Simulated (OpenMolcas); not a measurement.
S³⁺: effect of the basis set

| Property | Result |
| --- | --- |
| Program | OpenMolcas 26.06 |
| Method | RASSCF |
| Active space | 1 electron in 9 orbitals (RAS2 3p; RAS3 3d 4s, at most 1 electron) |
| State averaging | 2S+1 = 2 odd, 3 roots; 2S+1 = 2 even, 6 roots |
| Spin-orbit coupling | state interaction with AMFI integrals over the reference wave functions, term energies averaged over their components |

A. ANO-RCC-VQZP [6s5p3d2f1g], DKH2, point nucleus; cost about 7 core-seconds
B. ANO-R3 [6s5p4d3f1g], X2C, finite nucleus; cost of the order of 8 core-seconds
C. ANO-RCC [8s7p5d4f2g], DKH2, point nucleus; cost roughly 20 core-seconds

Energies in cm⁻¹ above 3s² 3p ²P°_1/2, the measured ground level; measured values from NIST levels in Podobedova, Kelleher and Wiese, J. Phys. Chem. Ref. Data 38, 171 (2009).

```
         Level       A       B       C  Measured
3s² 3p ²P°_1/2     0.0     0.0     0.0       0.0
3s² 3p ²P°_3/2     860     870     878       951
 3s² 3d ²D_3/2  147019  143953  144702    152133
 3s² 3d ²D_5/2  147036  143984  144726    152147
 3s² 4s ²S_1/2  179884  183380  179915    181448
```

Deviations, from unrounded energies. A percentage is the sum of absolute deviations over the sum of measured energies, with the sign that they share, or ± where signs differ.

```csv
Against measurement,Levels,A,B,C
mean absolute deviation (cm-1),4,3000,4600,4100
fine structure of the ground term (%),1,-9.6,-8.6,-7.7
other configurations (%),3,-2.4,±3.8,-3.4
```

A lies closest to measurement on these levels and B furthest from it. The largest miss of A in the table is 3s² 3d ²D_3/2, by -5100 cm-1. The ranking rests on the paired levels alone, and a cruder setting can come out closer through cancelling errors.

Among A to C the level of the table that moves most is 3s² 4s ²S_1/2, by 3500 cm-1 (lowest in A, highest in B).

ANO sets are built for valence states and can reach diffuse excited orbitals poorly, and with the s shell closed the s pⁿ⁺¹ terms that mix with these levels are absent. With one active electron the reference holds no correlation, so core polarisation is missing. Computed and measured levels are paired by configuration, term and J; levels that our copy of the source lacks, or whose pairing is in doubt (as where it misses far off the trend of its configuration), stay unpaired and out of the deviations. Only configurations of the active space appear.

° marks odd parity.
